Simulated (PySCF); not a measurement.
PySCF input for Si(F)2(H)(NCO) (CHF2NOSi), SMILES O=C=N[SiH](F)F, TDA-B3LYP/def2-SVPD. Geometry: B3LYP-D3(BJ)/def2-SVP. This is a generated structure with no PubChem entry under its InChIKey; it may be hypothetical. One conformer was computed; it need not be the lowest.

```python
import numpy as np
from pyscf import gto, scf, dft, tdscf

mol = gto.M(
    atom='''
    Si   -0.92512266   -0.36351271    0.00000000
    F    -1.53119698    0.37369403    1.29465980
    F    -1.53119698    0.37369403   -1.29465980
    N     0.75934313   -0.17346635   -0.00000000
    C     1.94838084    0.00410906   -0.00000000
    O     3.10352209    0.16597187    0.00000000
    H    -1.32060075   -1.77547946    0.00000001
    ''',
    basis='def2-SVPD',
    charge=0,
    spin=0,
    symmetry=True,
    max_memory=1600,
    verbose=4,
)
mf = dft.RKS(mol, xc='b3lyp').density_fit(auxbasis='def2-universal-jkfit')
mf.grids.level = 3
mf.conv_tol = 1e-9
mf.max_cycle = 100
mf.kernel()
mf.grids = dft.Grids(mol).set(level=1).build(with_non0tab=True)  # coarser grid for the response kernel
td = tdscf.TDA(mf)
td.singlet = True
td.nstates = 10
td.conv_tol = 1e-4
td.positive_eig_threshold = 1e-6
td.kernel(x0=td.get_init_guess(mf, 15))
td.analyze()
tt = tdscf.TDA(mf)
tt.singlet = False
tt.nstates = 4
tt.conv_tol = 1e-4
tt.positive_eig_threshold = 1e-6
tt.kernel(x0=tt.get_init_guess(mf, 9))
tt.analyze(verbose=3)
```

Log of the run:

```
PySCF version 2.14.0

[INPUT] verbose = 4
[INPUT] num. atoms = 7
[INPUT] num. electrons = 54
[INPUT] charge = 0
[INPUT] spin (= nelec alpha-beta = 2S) = 0
[INPUT] symmetry True subgroup None
[INPUT] Mole.unit = angstrom
[INPUT] Symbol           X                Y                Z      unit          X                Y                Z       unit  Magmom
[INPUT]  1 Si    -0.925122660000  -0.363512710000   0.000000000000 AA   -1.748228459029  -0.686939464698   0.000000000000 Bohr   0.0
[INPUT]  2 F     -1.531196980000   0.373694030000   1.294659800000 AA   -2.893542934961   0.706179371085   2.446552446484 Bohr   0.0
[INPUT]  3 F     -1.531196980000   0.373694030000  -1.294659800000 AA   -2.893542934961   0.706179371085  -2.446552446484 Bohr   0.0
[INPUT]  4 N      0.759343130000  -0.173466350000   0.000000000000 AA    1.434950550270  -0.327803893328   0.000000000000 Bohr   0.0
[INPUT]  5 C      1.948380840000   0.004109060000   0.000000000000 AA    3.681906173950   0.007764998029   0.000000000000 Bohr   0.0
[INPUT]  6 O      3.103522090000   0.165971870000   0.000000000000 AA    5.864806771638   0.313641378682   0.000000000000 Bohr   0.0
[INPUT]  7 H     -1.320600750000  -1.775479460000   0.000000010000 AA   -2.495573737395  -3.355169919191   0.000000018897 Bohr   0.0

nuclear repulsion = 280.686585660329
point group symmetry = Cs
symmetry origin: [1.39979717e-09 3.49949255e-10 3.49949282e-10]
symmetry axis x: [ 1.00000000e+00 -5.94301783e-10 -1.01878061e-10]
symmetry axis y: [-5.94301783e-10 -1.00000000e+00 -7.98918893e-10]
symmetry axis z: [-1.01878061e-10  7.98918923e-10 -1.00000000e+00]
num. orbitals of irrep A' = 90
num. orbitals of irrep A" = 51
number of shells = 57
number of NR pGTOs = 211
number of NR cGTOs = 141
basis = def2-SVPD
ecp = {}


[settings echo left out]
init E= -658.430860410629
HOMO (A') = -0.360596849505873  LUMO (A") = -0.0394033009425634  gap/eV = 8.74012
cycle= 1 E= -657.529016117924  delta_E= 0.902  |g|= 0.983  |ddm|= 5.41
HOMO (A") = -0.28226490449278  LUMO (A") = -0.0260125044861397  gap/eV = 6.97298
cycle= 2 E= -657.007494249593  delta_E= 0.522  |g|= 1.97  |ddm|= 2.34
HOMO (A') = -0.332025373889717  LUMO (A") = -0.0220088489079746  gap/eV = 8.43598
cycle= 3 E= -657.671481046817  delta_E= -0.664  |g|= 0.401  |ddm|= 1.55
HOMO (A') = -0.347273279109157  LUMO (A") = -0.0240787016034143  gap/eV = 8.79457
cycle= 4 E= -657.704181729814  delta_E= -0.0327  |g|= 0.0789  |ddm|= 0.357
HOMO (A') = -0.347274673355555  LUMO (A") = -0.0239570435485117  gap/eV = 8.79792
cycle= 5 E= -657.705373009895  delta_E= -0.00119  |g|= 0.0226  |ddm|= 0.114
HOMO (A') = -0.346126580853938  LUMO (A") = -0.0229845095227468  gap/eV = 8.79314
cycle= 6 E= -657.705487323615  delta_E= -0.000114  |g|= 0.00682  |ddm|= 0.0367
HOMO (A') = -0.345818128406311  LUMO (A") = -0.0229887646734142  gap/eV = 8.78463
cycle= 7 E= -657.705495382675  delta_E= -8.06e-06  |g|= 0.00239  |ddm|= 0.00695
HOMO (A') = -0.346074337083512  LUMO (A") = -0.0230302413760355  gap/eV = 8.79048
cycle= 8 E= -657.705496516009  delta_E= -1.13e-06  |g|= 0.000263  |ddm|= 0.00285
HOMO (A') = -0.346022344734069  LUMO (A") = -0.0229922134568685  gap/eV = 8.79010
cycle= 9 E= -657.705496532173  delta_E= -1.62e-08  |g|= 5.8e-05  |ddm|= 0.000468
HOMO (A') = -0.346031289086678  LUMO (A") = -0.0230008041585554  gap/eV = 8.79011
cycle= 10 E= -657.705496533006  delta_E= -8.33e-10  |g|= 5.87e-06  |ddm|= 0.000112
HOMO (A') = -0.346030192059958  LUMO (A") = -0.0230001134450539  gap/eV = 8.79010
Extra cycle  E= -657.705496532979  delta_E= 2.71e-11  |g|= 1.26e-05  |ddm|= 1.85e-05
converged SCF energy = -657.705496532979
tot grids = 34968
Overwritten attributes  positive_eig_threshold  of <class 'pyscf.tdscf.rks.TDA'>


******** <class 'pyscf.tdscf.rks.TDA'> for <class 'pyscf.df.df_jk.DFSymAdaptedRKS'> ********
nstates = 10 singlet
deg_eia_thresh = 1.000e-03
wfnsym = None
conv_tol = 0.0001
eigh lindep = 1e-12
eigh level_shift = 0
eigh max_cycle = 100


Excitation energies (eV)
[7.2122194  7.38951313 7.42472906 8.16574321 8.20409994 9.08264628
 9.33457106 9.43493928 9.44158059 9.54843432]

** Singlet excitation energies and oscillator strengths **
Excited State   1:   A"      7.21222 eV    171.91 nm  f=0.0006
      26 -> 29       -0.21677
      27 -> 28        0.65584
      27 -> 33       -0.12637
Excited State   2:   A'      7.38951 eV    167.78 nm  f=0.0001
      26 -> 28       -0.50518
      27 -> 29        0.47429
Excited State   3:   A"      7.42473 eV    166.99 nm  f=0.0001
      26 -> 29        0.65048
      26 -> 31       -0.13878
      27 -> 28        0.22626
Excited State   4:   A'      8.16574 eV    151.83 nm  f=0.0067
      27 -> 30       -0.70129
Excited State   5:   A"      8.20410 eV    151.12 nm  f=0.0049
      26 -> 30       -0.70164
Excited State   6:   A'      9.08265 eV    136.51 nm  f=0.5900
      25 -> 29        0.12184
      26 -> 28       -0.35421
      26 -> 33       -0.20523
      27 -> 29       -0.42325
      27 -> 31       -0.34109
Excited State   7:   A"      9.33457 eV    132.82 nm  f=0.0002
      26 -> 29        0.15454
      26 -> 31        0.65094
      27 -> 33       -0.17209
Excited State   8:   A"      9.43494 eV    131.41 nm  f=0.0287
      25 -> 28       -0.47190
      26 -> 31        0.18806
      27 -> 28        0.10146
      27 -> 33        0.46485
Excited State   9:   A'      9.44158 eV    131.32 nm  f=0.0585
      26 -> 28        0.17123
      26 -> 33        0.44577
      27 -> 31       -0.49888
      27 -> 32        0.11034
Excited State  10:   A"      9.54843 eV    129.85 nm  f=0.0105
      25 -> 28        0.49174
      26 -> 32       -0.10133
      27 -> 33        0.47895

** Transition electric dipole moments (AU) **
state          X           Y           Z        Dip. S.      Osc.
  1        -0.0000     -0.0000      0.0597      0.0036      0.0006
  2        -0.0092      0.0153     -0.0000      0.0003      0.0001
  3        -0.0000     -0.0000      0.0227      0.0005      0.0001
  4         0.0333      0.1803      0.0000      0.0336      0.0067
  5         0.0000      0.0000      0.1565      0.0245      0.0049
  6         1.6192      0.1722     -0.0000      2.6516      0.5900
  7         0.0000      0.0000     -0.0284      0.0008      0.0002
  8        -0.0000     -0.0000      0.3521      0.1240      0.0287
  9        -0.4416     -0.2410      0.0000      0.2531      0.0585
 10         0.0000      0.0000     -0.2118      0.0448      0.0105

** Transition velocity dipole moments (imaginary part, AU) **
state          X           Y           Z        Dip. S.      Osc.
  1         0.0000      0.0000      0.0142      0.0002      0.0005
  2         0.0008     -0.0044     -0.0000      0.0000      0.0000
  3         0.0000      0.0000      0.0132      0.0002      0.0004
  4        -0.0001      0.0376      0.0000      0.0014      0.0031
  5         0.0000     -0.0000      0.0410      0.0017      0.0037
  6         0.3546      0.0180     -0.0000      0.1261      0.2518
  7        -0.0000     -0.0000      0.0026      0.0000      0.0000
  8         0.0000      0.0000      0.0940      0.0088      0.0170
  9        -0.1013     -0.0594     -0.0000      0.0138      0.0265
 10        -0.0000     -0.0000     -0.0497      0.0025      0.0047

** Transition magnetic dipole moments (imaginary part, AU) **
state          X           Y           Z
  1         0.2518     -0.1179      0.0000
  2        -0.0000     -0.0000      0.0123
  3         0.0241     -0.0316     -0.0000
  4        -0.0000      0.0000      0.3464
  5         0.0825     -0.3842      0.0000
  6        -0.0000     -0.0000     -0.6492
  7        -0.2208      0.3890      0.0000
  8         0.9575     -0.4541      0.0000
  9        -0.0000     -0.0000     -0.0298
 10        -0.4731      0.1034     -0.0000


******** <class 'pyscf.tdscf.rks.TDA'> for <class 'pyscf.df.df_jk.DFSymAdaptedRKS'> ********
nstates = 4 triplet
deg_eia_thresh = 1.000e-03
wfnsym = None
conv_tol = 0.0001
eigh lindep = 1e-12
eigh level_shift = 0
eigh max_cycle = 100


Excitation energies (eV)
[6.56656598 6.84033049 6.85463279 7.2559439 ]

** Triplet excitation energies and oscillator strengths **
Excited State   1:   A'      6.56657 eV    188.81 nm  f=0.0000
Excited State   2:   A"      6.84033 eV    181.25 nm  f=0.0000
Excited State   3:   A'      6.85463 eV    180.88 nm  f=0.0000
Excited State   4:   A"      7.25594 eV    170.87 nm  f=0.0000
```

Self-consistency was reached.
